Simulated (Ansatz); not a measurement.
Calculated with Ansatz (gas phase, PBE0-D4/def2-TZVP geometries, no zero-point term in ΔE). CCSD(T)/CBS adds triple-zeta CCSD(T) − MP2 to the extrapolated MP2 energy (def2 sets, frozen cores). DFT in def2-TZVPP. Each species was taken in one conformer, which may not be the lowest.

`C[C@H]1N[Si@H]1C` → `C/C(N)=C\[SiH3]`  (isomerisation)

| level | ΔE (kcal/mol) | difference from CCSD(T)/CBS |
| --- | --- | --- |
| PBE-D4 | 0.4 | -0.2 |
| r2SCAN-D4 | 0.2 | -0.4 |
| PBE0-D4 | 0.9 | 0.3 |
| ωB97X-V | 1.0 | 0.4 |
| ωB97M-V | 0.9 | 0.3 |
| B2PLYP | -1.0 | -1.6 |
| PBE0 | 1.0 | 0.4 |
| HF/def2-TZVPP | -6.1 | -6.7 |
| MP2/def2-TZVPP | 1.8 | 1.2 |
| SCS-MP2/def2-TZVPP | 0.3 | -0.3 |
| CCSD(T)/def2-TZVPP | 0.0 | -0.6 |
| HF/def2-QZVPP | -5.9 | -6.5 |
| SCS-MP2/def2-QZVPP | 0.7 | 0.1 |
| HF/CBS(def2) | -5.9 | -6.5 |
| MP2/CBS(def2) | 2.5 | 1.9 |
| CCSD/CBS(def2) | 0.5 | -0.1 |
| CCSD(T)/CBS | 0.6 | 0 |

Largest T1 diagnostic among the species: 0.012.

In def2-TZVPP, CCSD(T) changes the Hartree–Fock value by +6.1 kcal/mol (the triples alone add +0.1 kcal/mol) and MP2 by +8.0 kcal/mol.
